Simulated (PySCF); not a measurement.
Spectrum to structure. Level of theory: PySCF 2.14.0, density-fitted response routines, TDDFT CAM-B3LYP/def2-SVPD, vertical, gas phase, core orbitals frozen in the response. Geometries: PBE0-D3(BJ)/def2-SVP, one conformer each. Relativistic effects are left out although some hold elements past zinc.

```csv
state,ν̃ (cm⁻¹),f,"main configurations (H = HOMO, L = LUMO)"
S1,40850,0.015,"H→L (55%), H→L+3 (12%), H-2→L (9%)"
S2,44600,0.0000,"H-1→L (52%), H→L+1 (13%), H-2→L+1 (10%)"
S3,46780,0.0001,"H→L+1 (40%), H-2→L+1 (27%), H-1→L (19%)"
S4,46900,0.0025,"H-1→L+1 (41%), H-2→L (24%), H→L (10%)"
S5,57930,0.148,"H→L+2 (31%), H→L+3 (26%), H-2→L (21%)"
S6,58310,0.018,"H-1→L+2 (48%), H-1→L (16%)"
```

Orbital energies (eV): HOMO-3 -10.49, HOMO-2 -9.91, HOMO-1 -9.49, HOMO -9.09, LUMO 0.12, LUMO+1 0.53, LUMO+2 0.69.

Task: Which structure fits?
A. `COC(=O)[SiH2]C#[C][GeH3]`
B. `[SiH3][O][GeH]1[CH2]CC[CH2]1`
C. `C/N=C/[SiH2]C#[C][GeH3]`

Result: A. Its S1 lies at 5.06 eV; the nearest of the others has S1 at 4.43 eV. S1 is HOMO→LUMO (55%), HOMO→LUMO+3 (12%), HOMO-2→LUMO (9%). Löwdin shares by element: HOMO carbon 40% or more, oxygen 35% or more (atoms not listed hold the other 25%); LUMO carbon 49% or more, silicon 14% (atoms not listed hold the other 37%). At the same level the other candidates give, for their lowest levels:
- `C/N=C/[SiH2]C#[C][GeH3]`: 4.43 eV (f 0.004); 5.57 eV (f 0.000); 5.81 eV (f 0.007); 5.82 eV (f 0.004); 6.74 eV (f 0.191); HOMO -8.58, LUMO 0.14 eV
- `[SiH3][O][GeH]1[CH2]CC[CH2]1`: 6.84 eV (f 0.003); 7.22 eV (f 0.002); 7.36 eV (f 0.006); 7.68 eV (f 0.045); 7.80 eV (f 0.000); T1 6.54 eV; HOMO -8.99, LUMO 1.04 eV

Shape of the structure used: `[CH3:1][O:2][C:3](=[O:4])[SiH2:5][C:6]#[C:7][GeH3:8]`: C1–O2–C3–O4 -1°, O2–C3–Si5–C6 -91°.
Triplets come from the Tamm–Dancoff approximation.

Without π bonds the low states are Rydberg-like; a valence basis with one diffuse set may place them up to an eV too high.
